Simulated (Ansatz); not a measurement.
Reaction (ligand exchange at the Si–Se bond): `N[SiH2][SeH]` + `[OH][SnH3]` → `N[SiH2][O][SnH3]` + H₂Se

Computed with Ansatz on PBE0-D4/def2-TZVP structures; ΔE is electronic, products minus reactants. CBS: MP2 limit from def2 TZ/QZ plus the TZ coupled-cluster correction, frozen cores. Functionals use def2-TZVPP. B3LYP here is the variant with VWN-RPA as its local correlation; programs differ in this. def2 core potentials past Kr. For Se, Sn outer-core shells are correlated without core-valence functions, which leaves a few kJ/mol of doubt a bond. Scalar relativity is left out up to krypton. Each species was taken in one conformer, which may not be the lowest.

| level | ΔE (eV) |
| --- | --- |
| B3LYP-D4 | -0.63 |
| HF/def2-TZVPP | -0.75 |
| SCS-MP2/def2-TZVPP | -0.67 |
| HF/def2-QZVPP | -0.76 |

**Question.** What does CCSD(T)/CBS give? (Best estimate.)

**Answer.** Computed: -0.63 eV. The listed levels differ from it by 0.00, -0.12, -0.04, -0.13 eV.

Largest T1 diagnostic among the species: 0.014.

In def2-TZVPP, CCSD(T) changes the Hartree–Fock value by +0.08 eV (the triples alone add +0.02 eV) and MP2 by +0.11 eV. From PBE to PBE0 (25 % exact exchange), in def2-TZVPP and without D4, ΔE moves by −0.06 eV. The D4 term adds −0.05 eV with B3LYP and −0.03 eV with PBE0; it sums over pairs of atoms, weighted by their polarisabilities, and B3LYP, whose exchange is more repulsive, gets the larger term.
